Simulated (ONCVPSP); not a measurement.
## Transferability test, ONCV potential for B (Z = 5)

B, optimised norm-conserving Vanderbilt (ONCV), made with ONCVPSP 4.0.1 (PBE, scalar-relativistic). Core [He], reference 2s2 2p1. Waves: 2s: rc 1.25 bohr, ncon 3, nbas 7, qcut 5.5 1/bohr, 1 projector; 2p: rc 3.05 bohr, ncon 4, nbas 9, qcut 4.4 1/bohr, 2 projectors, debl 3.1 Ha. Local part: polynomial inside 1.00 bohr (lpopt 4, dvloc0 0 Ha). Core correction: none.

Energies are relative to the spin-unpolarised reference configuration 2s2 2p1; without spin polarisation the order of configurations can differ from experiment.

Problem. Give the all-electron excitation energy and the error of the potential for: 2s2 2p0; 2s1 2p0; 2s2 2p0.5; 2s0 2p3.

Solution.

```csv
valence configuration,charge,ΔE all-electron (eV),error AE − PS (meV)
2s2 2p0,+1,8.219,+97
2s1 2p0,+2,33.642,+313
2s2 2p0.5,+0.5,2.887,+14
2s0 2p3,0,11.721,-76
```
